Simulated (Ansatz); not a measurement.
`[OH][GeH2][CH2][SiH3]` and `[NH2][GeH2][CH2][SiH3]` differ in one atom or group.

Ansatz, PBE0-D4/def2-TZVP geometries, multiplicity 1. Each molecule was computed in one conformer, which needn't be the lowest.

Scalar relativity is left out up to krypton.

```json
{"property": "HOMO–LUMO gap (B3LYP/def2-TZVPP) / eV", "`[OH][GeH2][CH2][SiH3]`": "7.89"}
{"property": "size of the dipole moment (B3LYP/def2-TZVPP) / D", "`[OH][GeH2][CH2][SiH3]`": "1.52"}
{"property": "HOMO–LUMO gap (ωB97M-V/def2-TZVPP) / eV", "`[OH][GeH2][CH2][SiH3]`": "12.33"}
{"property": "HOMO energy (PBE0/def2-TZVPP) / eV", "`[OH][GeH2][CH2][SiH3]`": "-8.20"}
{"property": "size of the dipole moment (PBE/def2-TZVPP) / D", "`[OH][GeH2][CH2][SiH3]`": "1.39"}
{"property": "LUMO energy (PBE0/def2-TZVPP) / eV", "`[OH][GeH2][CH2][SiH3]`": "0.19"}
```

Question: What does the change do to each property? (An estimate is asked.)

Answer: Ansatz gave: 
| property | `[NH2][GeH2][CH2][SiH3]` | shift |
| --- | --- | --- |
| HOMO–LUMO gap (B3LYP/def2-TZVPP) / eV | 7.25 | -0.64 |
| size of the dipole moment (B3LYP/def2-TZVPP) / D | 1.50 | -0.02 |
| HOMO–LUMO gap (ωB97M-V/def2-TZVPP) / eV | 11.63 | -0.70 |
| HOMO energy (PBE0/def2-TZVPP) / eV | -7.29 | 0.91 |
| size of the dipole moment (PBE/def2-TZVPP) / D | 1.49 | 0.10 |
| LUMO energy (PBE0/def2-TZVPP) / eV | 0.50 | 0.31 |

With PBE0 the HOMO rises by 0.91 eV and the LUMO rises by 0.31 eV, so the gap narrows by about 0.60 eV. PBE moves the HOMO by 0.84 eV and ωB97M-V by 0.84 eV. Dipoles are sizes alone; their direction can turn.

B3LYP here is the variant with VWN-RPA as its local correlation; programs differ in this.
